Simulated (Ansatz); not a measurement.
The same hydrogenolysis along the group C, Si, Ge.

Computed with Ansatz on PBE0-D4/def2-TZVP structures; ΔE is electronic, products minus reactants. CCSD(T)/CBS adds triple-zeta CCSD(T) − MP2 to the extrapolated MP2 energy (def2 sets, frozen cores). This one scheme is used for every species. For Ge outer-core shells are correlated without core-valence functions, which leaves a few kJ/mol of doubt a bond. Scalar relativity is left out up to krypton. Each species was taken in one conformer, which may not be the lowest.

```json
{"reaction": "`OC(F)(Cl)Cl` + H₂ → `OC(Cl)Cl` + H–F", "CCSD/CBS(def2) (eV)": "-0.99", "CCSD(T)/def2-SVP (eV)": "-0.65", "HF/CBS(def2) (eV)": "-0.96", "CCSD(T)/CBS(def2) (eV)": "-0.95"}
{"reaction": "`O[Si](F)(Cl)Cl` + H₂ → `O[SiH](Cl)Cl` + H–F", "CCSD/CBS(def2) (eV)": "1.24", "CCSD(T)/def2-SVP (eV)": "1.15", "HF/CBS(def2) (eV)": "1.28", "CCSD(T)/CBS(def2) (eV)": "1.26"}
{"reaction": "`[OH][Ge]([F])([Cl])[Cl]` + H₂ → `[OH][GeH]([Cl])[Cl]` + H–F", "CCSD/CBS(def2) (eV)": "0.31", "CCSD(T)/def2-SVP (eV)": "0.45", "HF/CBS(def2) (eV)": "0.38", "CCSD(T)/CBS(def2) (eV)": "0.34"}
```

Largest T1 diagnostic: 0.011, for `OC(F)(Cl)Cl`.
